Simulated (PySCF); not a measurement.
B₃H₅N₃, SMILES [B]1NBNBN1 (connectivity only; charge and spin as stated), charge +1, multiplicity 1.

Geometry: B3LYP-D3(BJ)/def2-SVP. The multiplicity is an assumed one; no other spin state was optimised. The isomer is the one that the SMILES or the coordinates give; other isomers of the formula were not compared.

All values below come from TDA-M06-2X/def2-SVPD in PySCF 2.14.0.

Vertical excitations.  State labels are in the subgroup C2v.

Computed lowest excited states:
```json
[
 {"state": "S1", "symmetry": "A2", "energy (eV)": "5.16", "λ (nm)": "240", "f": "0.000", "main pairs": "HOMO−1→LUMO 98 %"},
 {"state": "S2", "symmetry": "B1", "energy (eV)": "5.64", "λ (nm)": "220", "f": "0.004", "main pairs": "HOMO→LUMO 90 %"},
 {"state": "S3", "symmetry": "B2", "energy (eV)": "6.99", "λ (nm)": "177", "f": "0.004", "main pairs": "HOMO−2→LUMO 89 %"},
 {"state": "S4", "symmetry": "B2", "energy (eV)": "7.49", "λ (nm)": "166", "f": "0.042", "main pairs": "HOMO→LUMO+1 67 %, HOMO−1→LUMO+2 27 %"},
 {"state": "S5", "symmetry": "B1", "energy (eV)": "7.96", "λ (nm)": "156", "f": "0.027", "main pairs": "HOMO−2→LUMO+1 87 %"},
 {"state": "S6", "symmetry": "A1", "energy (eV)": "7.98", "λ (nm)": "155", "f": "0.023", "main pairs": "HOMO−3→LUMO 68 %, HOMO→LUMO+2 18 %"},
 {"state": "S7", "symmetry": "B1", "energy (eV)": "8.05", "λ (nm)": "154", "f": "0.014", "main pairs": "HOMO−4→LUMO 85 %"},
 {"state": "S8", "symmetry": "A1", "energy (eV)": "8.51", "λ (nm)": "146", "f": "0.000", "main pairs": "HOMO→LUMO+2 55 %, HOMO−1→LUMO+1 39 %"},
 {"state": "S9", "symmetry": "A2", "energy (eV)": "8.53", "λ (nm)": "145", "f": "0.000", "main pairs": "HOMO−2→LUMO+2 54 %, HOMO−3→LUMO+1 38 %"},
 {"state": "S10", "symmetry": "B2", "energy (eV)": "8.68", "λ (nm)": "143", "f": "0.338", "main pairs": "HOMO−1→LUMO+2 51 %, HOMO−6→LUMO 23 %, HOMO→LUMO+1 16 %"},
 {"state": "T1", "symmetry": "A2", "energy (eV)": "5.06", "λ (nm)": "245", "f": "0", "main pairs": "HOMO−1→LUMO 98 %"},
 {"state": "T2", "symmetry": "B1", "energy (eV)": "5.44", "λ (nm)": "228", "f": "0", "main pairs": "HOMO→LUMO 85 %"},
 {"state": "T3", "symmetry": "B2", "energy (eV)": "6.61", "λ (nm)": "187", "f": "0", "main pairs": "HOMO→LUMO+1 94 %"},
 {"state": "T4", "symmetry": "B2", "energy (eV)": "6.74", "λ (nm)": "184", "f": "0", "main pairs": "HOMO−2→LUMO 93 %"}
]
```
Triplets are in the Tamm–Dancoff approximation.
